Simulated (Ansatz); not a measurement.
Consider the atomization: `COCBCl` → B• + 2 C• + Cl• + 6 H• + O•.

Isolated molecules relaxed with PBE0-D4/def2-TZVP in Ansatz; ΔE leaves out vibrations. CCSD(T)/CBS adds triple-zeta CCSD(T) − MP2 to the extrapolated MP2 energy (def2 sets, frozen cores). This one scheme is used for every species, atoms too. For atomizations the MP2-based limit and the directly extrapolated one differ by several kJ/mol either way, and by 10 to 25 for some Ge, Se and Sn compounds, so smaller differences from it don't rank the levels. Functionals use def2-TZVPP. HSE06 is defined as in plane-wave codes. No spin–orbit coupling; open shells (•) take unrestricted orbitals. Spin–orbit coupling would lower the free atoms: a little for B, C, Cl, O. One conformer a species, not always the lowest.

CCSD(T)/CBS gives +4109.0 kJ/mol.

Problem. Another level gave +4138.8 kJ/mol. Which?
A. r2SCAN/def2-TZVPP
B. HSE06-D4/def2-TZVPP
C. B2PLYP/def2-TZVPP
D. SCS-MP2/def2-TZVPP

Solution. A. r2SCAN 4138.8, B2PLYP 4079.6, SCS-MP2/def2-TZVPP 4060.3, HSE06-D4 4148.2 kJ/mol.

Largest T1 diagnostic among the species: 0.014.

From r2SCAN to r2SCAN0 (25 % exact exchange), in def2-TZVPP and without D4, ΔE moves by −60.1 kJ/mol: exact exchange takes away binding that semilocal exchange gives to molecules. The D4 term adds +30.9 kJ/mol with B3LYP and +16.3 kJ/mol with PBE0; it sums over pairs of atoms, weighted by their polarisabilities, and B3LYP, whose exchange is more repulsive, gets the larger term. In def2-TZVPP, CCSD(T) changes the Hartree–Fock value by +957.9 kJ/mol (the triples alone add +58.7 kJ/mol) and MP2 by +1035.0 kJ/mol; breaking electron pairs costs correlation energy, which Hartree–Fock lacks.

B3LYP here is the variant with VWN-RPA as its local correlation; programs differ in this.
